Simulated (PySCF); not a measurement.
C2H5ClGe.
Atom-mapped SMILES: `[Cl:1]/[CH:2]=[CH:3]/[GeH3:4]` (hydrogens: H5 on C2; H6 on C3; H7, H8, H9 on Ge4)

A GFN2-xTB structure with every atom displaced at random (by about 0.01 Å) was refined with PBE0-D3(BJ)/def2-SVP geometry optimisation, gas phase (PySCF 2.14.0). Values at the start:

| coordinate | start |
| --- | --- |
| Cl1–C2 | 1.752 Å |
| C2=C3 | 1.329 Å |
| C2–H5 | 1.081 Å |
| C3–Ge4 | 1.889 Å |
| C3–H6 | 1.082 Å |
| Ge4–H7 | 1.505 Å |
| Cl1–C2–C3 | 123.6° |
| Cl1–C2–H5 | 113.4° |
| C2–C3–Ge4 | 122.7° |
| C2–C3–H6 | 117.9° |
| C3–C2–H5 | 123.0° |
| C3–Ge4–H7 | 110.7° |
| C3–Ge4–H8 | 111.5° |
| H7–Ge4–H8 | 108.7° |

**Question.** How do these coordinates change at the PBE0-D3(BJ)/def2-SVP level?

**Answer.** 
```json
{"coordinate": "C3–Ge4", "PBE0-D3(BJ)/def2-SVP (Å or °)": "1.939", "change": "+0.050"}
{"coordinate": "Ge4–H7", "PBE0-D3(BJ)/def2-SVP (Å or °)": "1.540", "change": "+0.035"}
{"coordinate": "Cl1–C2", "PBE0-D3(BJ)/def2-SVP (Å or °)": "1.729", "change": "-0.023"}
{"coordinate": "C2–H5", "PBE0-D3(BJ)/def2-SVP (Å or °)": "1.094", "change": "+0.013"}
{"coordinate": "C3–H6", "PBE0-D3(BJ)/def2-SVP (Å or °)": "1.095", "change": "+0.013"}
{"coordinate": "C2=C3", "PBE0-D3(BJ)/def2-SVP (Å or °)": "1.333", "change": "+0.004"}
{"coordinate": "C3–Ge4–H8", "PBE0-D3(BJ)/def2-SVP (Å or °)": "108.3", "change": "-3.2"}
{"coordinate": "Cl1–C2–H5", "PBE0-D3(BJ)/def2-SVP (Å or °)": "112.3", "change": "-1.1"}
{"coordinate": "H7–Ge4–H8", "PBE0-D3(BJ)/def2-SVP (Å or °)": "109.8", "change": "+1.1"}
{"coordinate": "C2–C3–Ge4", "PBE0-D3(BJ)/def2-SVP (Å or °)": "121.8", "change": "-0.9"}
{"coordinate": "C3–C2–H5", "PBE0-D3(BJ)/def2-SVP (Å or °)": "123.9", "change": "+0.9"}
{"coordinate": "C2–C3–H6", "PBE0-D3(BJ)/def2-SVP (Å or °)": "118.6", "change": "+0.7"}
{"coordinate": "C3–Ge4–H7", "PBE0-D3(BJ)/def2-SVP (Å or °)": "110.1", "change": "-0.6"}
{"coordinate": "Cl1–C2–C3", "PBE0-D3(BJ)/def2-SVP (Å or °)": "123.9", "change": "+0.3"}
```

The energy falls by 1.8 kcal/mol over 6 energy and gradient evaluations, the largest force component goes from 0.0141 to 2.0e-04 Eh/bohr, and the atoms move by 0.038 Å rms after alignment. The bond that changes most is C3–Ge4 (ends: alkene CH carbon; germanium bonded to C and 3 H), which lengthens by 0.050 Å. Bonds longer at the end by more than 0.005 Å: 6 of 8; shorter: 1. Rotational constants go from 33185, 970.2, 953.2 to 31941, 959.0, 942.0 MHz.

The run used 103 basis functions and 40 SCF cycles in all.

Stationary, but not proved a minimum.
